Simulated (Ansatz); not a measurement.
Ansatz (a first-principles code) input file for CBrF₂, SMILES F[C](Br)F (connectivity only; charge and spin as stated), charge +1, multiplicity 1, PBE/def2-SVPD. The structure is a stationary point at B3LYP-D3(BJ)/def2-SVP. The spin state was assumed, not searched. The isomer is the one that the SMILES or the coordinates give; other isomers of the formula were not compared.

Ansatz 0.2 input:
```yaml
crystal:
  periodic: [false, false, false]
  atoms:
    - {symbol: F, position_ang: [0.00000000, 1.06002465, -1.52583166]}
    - {symbol: C, position_ang: [0.00000000, 0.00000000, -0.85760111]}
    - {symbol: F, position_ang: [0.00000000, -1.06002465, -1.52583166]}
    - {symbol: Br, position_ang: [0.00000000, 0.00000000, 0.93173076]}
basis:
  gaussian:
    orbitals: def2-SVPD
hamiltonian:
  xc: {name: PBE}
total_charge: 1
```

Log of the run:

```
WARN ansatz: RAYON_NUM_THREADS=1 ignored (pool sized by the plan → 1); use --threads N
Functional definition: PBE
integrals: 0.04 GiB planned
978 factors; their error is unknown
mean field: 0.28 GiB planned
mean field evaluation 1: about -76464.4614 eV, gradient 8.0e1 eV
mean field evaluation 2: about -76406.1113 eV, gradient 1.9e2 eV
mean field evaluation 4: about -76474.8922 eV, gradient 3.3e1 eV
mean field evaluation 8: about -76477.2440 eV, gradient 3.1e-2 eV
mean field evaluation 16: about -76477.1975 eV, gradient 4.6e-5 eV
mean field -76477.19751520 eV, -2810.4851705773 hartree, gradient 4.6e-5 eV, S^2 0.000000; 0 other end points of the search recorded, 0 dependent functions left out
reference -76477.19758225 eV, -2810.4851730412 hartree; 29, 29 occupied and 78, 78 virtual orbitals, 978 factors
Total energy: -76477.19758225 eV, -2810.4851730412 hartree
```

The calculation finished and met its thresholds.

Cost: very roughly 2.1 core-seconds.
